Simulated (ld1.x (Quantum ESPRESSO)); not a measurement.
# Which change was made? (K, TM)

K, norm-conserving Troullier–Martins (Kleinman–Bylander form), made with ld1.x (Quantum ESPRESSO) 7.5 (LDA (PZ), scalar-relativistic). Core [Ne], reference 3s2 3p6 3d1 4s0 4p0. Waves: 3s (bound): rc 2.15 bohr; 3d (bound): rc 4.20 bohr; 3p (bound): rc 1.20 bohr. Local part: the p channel. Core correction: none.

Cutoffs, loose and tight: the cutoffs (Ry, on a coarse ladder) from which the occupation-weighted sum of valence levels, in a spherical-Bessel basis at the reference potential, stays within 10 and 1 mRy of its value at 400 Ry. They do not see the model core or the augmentation charge, which bear on the density cutoff. Test errors are all-electron minus pseudo excitation energies from the reference, over the configurations 3s2 3p6 3d0 4s1 4p0; 3s2 3p6 3d0 4s0 4p0; 3s2 3p6 3d0 4s0.5 4p0; 3s2 3p6 3d0 4s0 4p1; 3s2 3p6 3d0.5 4s0.5 4p0; 3s2 3p5 3d0 4s1 4p0; 3s1 3p6 3d0 4s1 4p0 (two spin-polarised tests are not counted in the largest error); variants that change the core or the reference have their own tests.

The base gives: outcome: generated; cutoff, loose: 50 Ry; cutoff, tight: 70 Ry; bound ghosts: none; largest test error (meV): +458.

After one change the result is: outcome: generated; cutoff, loose: 30 Ry; cutoff, tight: 55 Ry; bound ghosts: none; largest test error (meV): +757. Which change was it?
A. all radii scaled by about 0.82 (s 1.76, p 0.98, d 3.44 bohr)
B. all radii scaled by about 1.23 (s 2.66, p 1.48, d 5.18 bohr)
C. all radii scaled by about 1.39 (s 3.00, p 1.66, d 5.84 bohr)

B. The others give: all radii scaled by about 0.82 (s 1.76, p 0.98, d 3.44 bohr) → outcome: generated; cutoff, loose: 110 Ry; cutoff, tight: 200 Ry; bound ghosts: none; largest test error (meV): +254 | all radii scaled by about 1.39 (s 3.00, p 1.66, d 5.84 bohr) → outcome: generated; cutoff, loose: 25 Ry; cutoff, tight: 45 Ry; bound ghosts: none; largest test error (meV): +829.
